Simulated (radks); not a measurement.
Values are calculated unless marked as measured or tabulated.
Q: These are the eigenvalues of the occupied orbitals of an atom or ion with whole-number occupations (eV). Code: a radial shooting solver on a logarithmic mesh with Libxc functionals. Model: Dirac Kohn-Sham, PBE, spin-unpolarised, spherical densities, point nucleus.

| orbital | eigenvalue |
|---|---|
| 1s1/2 | -43412.81 |
| 2s1/2 | -7062.352 |
| 2p1/2 | -6683.265 |
| 2p3/2 | -6163.380 |
| 3s1/2 | -1576.211 |
| 3p1/2 | -1414.493 |
| 3p3/2 | -1310.770 |
| 3d3/2 | -1029.265 |
| 3d5/2 | -1006.875 |
| 4s1/2 | -354.9985 |
| 4p1/2 | -293.6741 |
| 4p3/2 | -270.6379 |
| 4d3/2 | -169.5373 |
| 4d5/2 | -165.3743 |
| 5s1/2 | -77.8737 |
| 5p1/2 | -59.6391 |
| 5p3/2 | -55.6789 |
| 4f5/2 | -48.4842 |
| 5d3/2 | -30.1127 |
| 6s1/2 | -24.3915 |

Which element is it, and in what charge state? The configuration may be excited. Open shells, if any, fill j = l - 1/2 first.

A: Z = 60, neodymium, charge +3: Nd3+ in [Xe] 4f1 5d1 6s1. The list shows which subshells hold electrons but not how many an open one holds; the 1s level, -1595.4 hartree, gives Z - s = 56.5 by -(Z - s)^2/2, which with screening and relativity narrows Z to a few neighbours, and the depths of the outer levels then fix element, charge and occupations together.
